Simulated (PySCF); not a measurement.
**Frontier orbitals and the lowest excitations**

Compound: bicyclo[2.2.2]octa-2,5,7-triene, C₈H₈.
Geometry (PBE0-D3(BJ)/def2-SVP, Å), atoms numbered from 1 in this order:
```
atom  x, y, z in Å
C1     1.3567   -0.0789   -0.7545
C2     0.8873    1.1544   -0.5808
C3    -0.4398    1.1881    0.1836
C4    -1.3959    0.2890   -0.6062
C5    -0.9264   -0.9444   -0.7799
C6     0.4523   -1.1554   -0.1467
C7     0.2930   -0.7776    1.3291
C8    -0.1766    0.4557    1.5028
H9     2.2826   -0.3403   -1.2692
H10    1.3645    2.0715   -0.9295
H11   -0.8264    2.2039    0.3268
H12   -2.3545    0.6617   -0.9702
H13   -1.4364   -1.7502   -1.3100
H14    0.8390   -2.1712   -0.2900
H15    0.5504   -1.4781    2.1251
H16   -0.3679    0.9336    2.4648
```

Method used: TDDFT CAM-B3LYP/def2-SVPD, vertical, gas phase, core orbitals frozen in the response in PySCF 2.14.0, density-fitted response routines.

Kohn–Sham orbitals with the atoms that hold most of them (Löwdin shares over 4%, at most four atoms; ? is withheld):

| orbital | ε (eV) | atoms |
| --- | --- | --- |
| HOMO-3 | -10.79 | C3 16%, C6 16%, C1 14%, C2 14% |
| HOMO-2 | -8.98 | C2 20%, C1 20%, C7 14%, C8 14% |
| HOMO-1 | -8.98 | C4 20%, C5 20%, C7 12%, C8 12% |
| HOMO | ? | ? |
| LUMO | 0.91 | C1 17%, C2 17%, C7 14%, C8 14% |
| LUMO+1 | 0.91 | C5 20%, C4 20%, C7 9%, C8 9% |
| LUMO+2 | 1.46 | H11 10%, H14 10%, C2 6%, C8 6% |

**Question.** Which atoms hold the HOMO, and with what shares?

**Answer.** C2 (bonded to 2 C and H) 16%; C1 (bonded to 2 C and H) 16%; C7 (bonded to 2 C and H) 16%; C8 (bonded to 2 C and H) 16%.

**Question.** What is the HOMO energy, and the HOMO–LUMO gap?

**Answer.** ε(HOMO) = -7.40 eV; the gap is 8.31 eV (0.3053 hartree).

Within 0.005 eV of a neighbour in this list lie HOMO-2/HOMO-1 and LUMO/LUMO+1 (point group found: D3h); within a degenerate set the shares of single atoms can hang on how the components are chosen.

**Question.** How does S1 compare with the orbital gap of 8.31 eV?

**Answer.** S1 is at 5.09 eV (f = 0.0000), 3.22 eV below the gap, made of HOMO→LUMO/LUMO+1 (98%). S1/S2 lie within about 0.01 eV of each other. 

Next come S2 at 5.09 eV (f 0.0000), HOMO→LUMO/LUMO+1 (98%); S3 at 6.10 eV (f 0.0000), HOMO→LUMO+2 (95%); S4 at 6.26 eV (f 0.0000), HOMO-2/HOMO-1→LUMO/LUMO+1 (≥95%); S5 at 6.36 eV (f 0.0000), HOMO-2/HOMO-1→LUMO/LUMO+1 (≥84%).

Orbitals of the list HOMO-3 to LUMO+2 that lie within 0.01 eV of each other are written together with a slash and their weights summed (≥ marks a lower bound); for degenerate orbitals outside that list single weights are arbitrary.
